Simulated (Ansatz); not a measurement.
`N[SiH2]OBF` + `C[S][Cd][OH]` → `O[SiH2]OBF` + `C[S][Cd][NH2]`  (redistribution)

Program: Ansatz. Geometries: PBE0-D4/def2-TZVP. ΔE: electronic, gas phase. CBS: MP2 limit from def2 TZ/QZ plus the TZ coupled-cluster correction, frozen cores. Functionals use def2-TZVPP. B3LYP here is the variant with VWN-RPA as its local correlation; programs differ in this. Elements past krypton have def2 core potentials. For Cd outer-core shells are correlated without core-valence functions, which leaves a few kJ/mol of doubt a bond. Each species was taken in one conformer, which may not be the lowest.

```tsv
level	ΔE (kJ/mol)	difference from CCSD(T)/CBS
PBE-D4	-20.3	3.3
r2SCAN-D4	-23.2	0.4
PBE0-D4	-23.1	0.5
B3LYP-D4	-22.8	0.8
ωB97X-V	-22.1	1.5
ωB97M-V	-23.7	-0.1
B2PLYP	-25.1	-1.5
PBE	-20.5	3.1
r2SCAN	-23.2	0.4
PBE0	-23.3	0.3
B3LYP	-23.1	0.5
HF/def2-TZVPP	-25.7	-2.1
MP2/def2-TZVPP	-31.0	-7.4
SCS-MP2/def2-TZVPP	-29.2	-5.6
CCSD/def2-TZVPP	-27.9	-4.3
CCSD(T)/def2-TZVPP	-28.2	-4.6
HF/def2-QZVPP	-24.1	-0.5
MP2/def2-QZVPP	-27.8	-4.2
SCS-MP2/def2-QZVPP	-26.1	-2.5
HF/CBS(def2)	-23.8	-0.2
MP2/CBS(def2)	-26.4	-2.8
CCSD/CBS(def2)	-23.3	0.3
CCSD(T)/CBS	-23.6	0
```

Largest T1 diagnostic among the species: 0.015.
